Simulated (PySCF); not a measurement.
ZrH2, SMILES [ZrH2] (connectivity only; charge and spin as stated), neutral, multiplicity 3.

The structure is a stationary point at PBE-D3(BJ)/def2-TZVPD. The spin state was assumed, not searched. The def2 effective core potentials stand for the cores of Zr; spin–orbit coupling is left out.

The numbers are results of PBE/def2-TZVPD (PySCF), not measurements.

The molecule is in vacuum.

Computed frontier levels, dipole moment and polarisability:
The α spin, highest occupied and lowest empty level is -3.86 and -3.18 eV, the β spin, highest occupied and lowest empty level comes out as -6.33 and -2.58 eV and the dipole moment is 2.40 D. The quadrupole, principal values (traceless, Buckingham form, about the centre of nuclear charge) is -3.81, 0.87, 2.93 D·Å and the mean static polarisability comes out as 82.8 bohr³ (12.27 Å³). The polarisability, principal values is 66.3, 88.2, 93.9 bohr³ and the ⟨S²⟩ is 2.006 (pure state 2.00).
